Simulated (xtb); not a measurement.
C2H6Zn, charge -1, doublet, geometry from GFN2-xTB (such geometries of metal compounds can be far from the true shape) (a state made from the parent by changing its charge; the spin is typed, not shown lowest); GFN0-xTB with ALPB(hexane) run with xtb 6.7.1.

The xtb input:
```
$ xtb mol.xyz --gfn 0 --chrg -1 --uhf 1 --alpb hexane --json

# file mol.xyz
9

Zn     0.17759845    -0.49094132     0.13229608
C      1.32147960     0.97021973    -1.47352980
H      2.31271718     0.65165162    -1.82828766
H      1.45764629     1.96698810    -1.03361241
H      0.70453769     1.11057171    -2.37174891
C     -1.85600265     0.51046515     1.07390291
H     -2.76985616    -0.08881283     0.94903778
H     -2.04018173     1.46487311     0.56600317
H     -1.78567864     0.73885854     2.14748685
```

### Question
What does xtb print? Leave out banner, timings and long lists.

### Answer

```
   ID    Z sym.   atoms
    1   30 Zn     1
    2    6 C      2, 6
    3    1 H      3-5, 7-9

           -------------------------------------------------
          |                Calculation Setup                |
           -------------------------------------------------

molecular fragmentation (1/2 indicates fragments):
111122222
# atoms in fragment 1/2:     4     5
 fragment masses (1/2) :       79.40       16.04
CMA distance (Bohr)    :   4.768
constraining FC (au)   :  0.0500

           -------------------------------------------------
          |                 G F N 0 - x T B                 |
           -------------------------------------------------

      * Solvation model:               ALPB
        Solvent                        hexane
        Parameter file                 internal GFN-FF/ALPB
        Dielectric constant                1.8800E+00
        Reference state                gsolv [1 M gas/solution]
        Free energy shift                  4.1595E-03 Eh       2.6101E+00 kcal/mol
        Temperature                        2.9815E+02 K
        Density                            6.6000E-01 kg/L
        Solvent mass                       8.6180E+01 g/mol
        Interaction kernel             P16
        Born radius scaling (c1)           1.4775E+00
        Born radii integrator          GBOBC
        Born offset                        0.0000E+00 a0       0.0000E+00 AA
        H-bond correction              false
        Ion screening                  false
        Surface tension                    1.0000E-05 Eh       1.5569E+01 dyn/cm
        Grid points                               230 per atom

          ...................................................
          :                      SETUP                      :
          :.................................................:
          :  # basis functions                  24          :
          :  # atomic orbitals                  24          :
          :  # shells                           18          :
          :  # electrons                        17          :
          :  electronic temp.          300.0000000     K    :
          :  accuracy                    1.0000000          :
          :  -> integral cutoff          0.2500000E+02      :
          :  -> integral neglect         0.1000000E-07      :
          ...................................................

         :::::::::::::::::::::::::::::::::::::::::::::::::::::
[...]
         :: total energy              -9.836094374805 Eh    ::
[...]
        24                          0.4023361              10.9481
      -------------------------------------------------------------
                  HL-Gap            0.1803915 Eh            4.9087 eV
             Fermi-level            0.0000000 Eh            0.0000 eV

     #   Z          covCN         q      C6AA      α(0)
     1  30 Zn       0.851    -0.251   254.991    36.793
     2   6 C        3.196    -0.465    43.695    10.749
     3   1 H        0.923     0.020     2.734     2.586
     4   1 H        0.923     0.037     2.492     2.468
     5   1 H        0.923     0.034     2.535     2.490
     6   6 C        3.195    -0.466    43.728    10.753
     7   1 H        0.923     0.024     2.679     2.560
     8   1 H        0.924     0.042     2.417     2.431
     9   1 H        0.923     0.025     2.654     2.548

 Mol. C6AA /au·bohr⁶  :       1469.638057
 Mol. C8AA /au·bohr⁸  :      58802.382118
 Mol. α(0) /au        :         73.377590

Wiberg/Mayer (AO) data.
largest (>0.10) Wiberg bond orders for each atom

 ---------------------------------------------------------------------------
     #   Z sym  total        # sym  WBO       # sym  WBO       # sym  WBO
 ---------------------------------------------------------------------------
     1  30 Zn   1.194 --     2 C    0.553     6 C    0.553
     2   6 C    3.552 --     3 H    0.980     5 H    0.974     4 H    0.973
                             1 Zn   0.553
     3   1 H    0.984 --     2 C    0.980
     4   1 H    0.985 --     2 C    0.973
     5   1 H    0.985 --     2 C    0.974
     6   6 C    3.552 --     7 H    0.978     9 H    0.977     8 H    0.973
                             1 Zn   0.553
     7   1 H    0.984 --     6 C    0.978
     8   1 H    0.985 --     6 C    0.973
     9   1 H    0.984 --     6 C    0.977
 ---------------------------------------------------------------------------

Topologies differ in total number of bonds
Writing topology from bond orders to xtbtopo.mol

 dipole moment from electron density (au)
     X       Y       Z
   0.4202  -1.1723   0.3178  total (Debye):    3.267

           -------------------------------------------------
          | TOTAL ENERGY               -9.836094374805 Eh   |
          | GRADIENT NORM               0.030309679011 Eh/α |
          | HOMO-LUMO GAP               4.908702143802 eV   |
           -------------------------------------------------

normal termination of xtb
```
